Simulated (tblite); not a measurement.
Compound: tetrahedral [GeS4]4- anion, GeS4 (charge -4).
Numbering: `[S-:1][Ge:2]([S-:3])([S-:4])[S-:5]`

Computed with GFN2-xTB (tblite): harmonic, unscaled wavenumbers at the GFN2-xTB geometry, gas phase. The method is semi-empirical: single wavenumbers can be off by several per cent or more. Multiply charged ions are computed bare, without counter-ions or solvent.

Harmonic wavenumbers (cm⁻¹): 124.6, 124.7, 167.0, 167.1, 167.1, 246.9, 284.9, 285.6, 286.1.

A = 1098, B = 1097, C = 1096 MHz; mass 201.809 u (most abundant isotopes); point group Td, symmetry number 12.

Task: Zero-point energy?

Result: ½Σν̃ = 927 cm⁻¹ = 2.65 kcal/mol.

Task: Entropy at 400 K, 1 bar (ideal gas, RRHO, classical rotation)?

Result: Translation 43.30, rotation 25.82, vibration 24.63: S = 93.7 cal/(mol K).

Task: And Cp and H(400 K) − H(0)?

Result: Cp = 24.97 cal/(mol K), of which vibrations give 17.02 (their classical limit is 9 R = 17.9); H(400 K) − H(0) = 8.04 kcal/mol without the zero-point energy, 4.86 from vibrations.

Task: Which modes carry the vibrational entropy at 400 K?

Result: 124.6 cm⁻¹: 3.60; 124.7 cm⁻¹: 3.60; 167.0 cm⁻¹: 3.03; 167.1 cm⁻¹: 3.03; 167.1 cm⁻¹: 3.03; 246.9 cm⁻¹: 2.29 cal/(mol K); the other 3 give 6.06 together.

Task: Blend soft modes into free rotors: weight 1/[1 + (100 cm⁻¹/ν̃)⁴] for the oscillator and the rest for a rotor with moment μB/(μ + B), μ = h/(8π²ν), B = 10⁻⁴⁴ kg m². What vibrational entropy results?

Result: 24.10 cal/(mol K) in place of 24.63, which changes −T·S at 400 K by +0.21 kcal/mol.

Task: How do the functions run with temperature in this model?

Result: 
```
 T (K)  S (cal/(mol K))  Cp (cal/(mol K))  H − H(0) (kcal/mol)  G − H(0) (kcal/mol)  ln q(vib)
   150             70.8              20.9                 2.11                -8.51       1.69
   250             82.3              23.7                 4.37               -16.20       3.71
298.15             86.5              24.3                 5.52               -20.26       4.60
   600            104.0              25.4                13.09               -49.29       8.94
   900            114.3              25.7                20.76               -82.14      11.91
```

q(vib) and H(0) count from the zero-point level.

Task: What must be added to the electronic energy to get the Gibbs energy at 400 K and 1 bar?

Result: ZPE + [H(400 K) − H(0)] − T·S = 2.65 + 8.04 − 37.50 = -26.81 kcal/mol.

Hindered rotation and anharmonicity are outside this model.
